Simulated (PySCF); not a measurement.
Compound: C4H6N2OS.
SMILES: `COc1snnc1C`

Torsions of this conformer, `[CH3:1][O:2][c:3]1[s:4][n:5][n:6][c:7]1[CH3:8]`: C1–O2–C3–S4 0°.

The closed-shell ground state was solved at several levels (PySCF, density fitting, gas phase, non-relativistic). Geometry: GFN2-xTB, one conformer, isolated molecule. GFN2-xTB frequencies show an imaginary mode (33i cm⁻¹), so this geometry is no minimum at that level.

| level | basis functions | HOMO (eV) | LUMO (eV) | gap (eV) | dipole (D) |
| --- | --- | --- | --- | --- | --- |
| PBE0/pcSseg-1 | 173 | -6.95 | -0.98 | 5.97 | 4.68 |
| CAM-B3LYP/def2-SVPD | 218 | -8.23 | 0.01 | 8.24 | 4.62 |

Problem. Estimate the row for PBE0/def2-SVPD, a basis of 218 functions; the other rows only guide the guess.

Solution. HOMO -6.99 eV, LUMO -1.08 eV, gap 5.91 eV, dipole 4.55 D.

Problem. Over all these levels, which gives the widest orbital gap and which the narrowest?

Solution. CAM-B3LYP/def2-SVPD (range-separated hybrid) has the widest, 8.24 eV, and PBE0/def2-SVPD (global hybrid, 25 % exact exchange) the narrowest, 5.91 eV. The two share the basis. From the narrowest to the widest the HOMO moves by -1.24 eV and the LUMO by +1.09 eV.

Problem. How far do the dipole and the HOMO energy spread over the levels?

Solution. The dipole runs from 4.55 to 4.68 D (mean 4.62 D) and the HOMO from -8.23 to -6.95 eV.
